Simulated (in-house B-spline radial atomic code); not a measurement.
Ionisation energies with and without relativity, with size and susceptibility from the Dirac run. Dirac energy differences include first-order Breit, QED and recoil terms. NIST's values go from ground level to ground level; the uncertainty of those that are theory runs from under 0.1 % in few-electron ions to several per cent in heavy many-electron ones. Computed with a radial B-spline atomic code at the basis-set limit: non-relativistic Hartree-Fock and Dirac-Hartree-Fock, averages of the configuration (point nuclei without relativity, finite nuclei with it).

```tsv
ion	configuration	configuration after	ionisation non-relativistic (eV)	ionisation Dirac Breit and QED (eV)	tabulated value (eV)	tabulated kind	radius at density 0.001 (bohr)	diamagnetic susceptibility (10⁻⁶ cm³/mol)
He+	1s1	bare	54.42	54.42	54.41777	tabulated theory	1.961	-0.59392
Li+	1s2	1s1	74.46	74.45	75.6401	tabulated theory	1.823	-0.70522
Be+	[He] 2s1	1s2	?	?	?	measured	?	?
B+	[He] 2s2	[He] 2s1	?	?	?	measured	?	?
C+	[He] 2s2 2p1	[He] 2s2	24.05	24.04	24.38314	measured	3.163	-6.3784
N+	[He] 2s2 2p2	[He] 2s2 2p1	28.07	28.07	29.60125	semi-empirical	2.988	-6.1989
O+	[He] 2s2 2p3	[He] 2s2 2p2	32.24	32.23	35.12112	measured	2.834	-5.9281
```

(1) Fill in the row of Be+.

(2) Fill in the row of B+.

Answers

(1) ionisation non-relativistic (eV): 18.13; ionisation Dirac Breit and QED (eV): 18.13; tabulated value (eV): 18.21115; radius at density 0.001 (bohr): 3.455; diamagnetic susceptibility (10⁻⁶ cm³/mol): -5.1893.

(2) ionisation non-relativistic (eV): 23.44; ionisation Dirac Breit and QED (eV): 23.45; tabulated value (eV): 25.15483; radius at density 0.001 (bohr): 3.351; diamagnetic susceptibility (10⁻⁶ cm³/mol): -6.282.
